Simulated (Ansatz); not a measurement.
Reaction (formal exchange of groups at a C–Si bond): `FC(I)[SiH2]Cl` + CH₄ → `CC(F)I` + `[SiH3]Cl`

Computed with Ansatz on PBE0-D4/def2-TZVP structures; ΔE is electronic, products minus reactants. CBS: MP2 limit from def2 TZ/QZ plus the TZ coupled-cluster correction, frozen cores. This one scheme is used for every species. Functionals use def2-TZVPP. B3LYP here is the variant with VWN-RPA as its local correlation; programs differ in this. def2 core potentials past Kr. For I outer-core shells are correlated without core-valence functions, which leaves a few kJ/mol of doubt a bond. Each species was taken in one conformer, which may not be the lowest.

Q: Is it downhill or uphill in electronic energy at CCSD(T)/CBS, and by how much? (An estimate is asked.)

A: Computed: Uphill: ΔE = +15.7 kJ/mol.

Q: What do these levels give: r2SCAN-D4, B3LYP-D4, r2SCAN0-D4, BLYP, CCSD/def2-SVP, SCS-MP2/def2-TZVPP? (Estimate.)

A: Ansatz gave: r2SCAN-D4 15.8, B3LYP-D4 18.0, r2SCAN0-D4 13.1, BLYP 12.6, CCSD/def2-SVP 0.1, SCS-MP2/def2-TZVPP 11.3 kJ/mol.

Largest T1 diagnostic among the species: 0.010.

At CCSD(T), def2-SVP lies −14.5 kJ/mol from the extrapolated value and def2-TZVPP −3.5 kJ/mol. The D4 term adds +7.9 kJ/mol with B3LYP and +4.4 kJ/mol with PBE0; it sums over pairs of atoms, weighted by their polarisabilities, and B3LYP, whose exchange is more repulsive, gets the larger term.
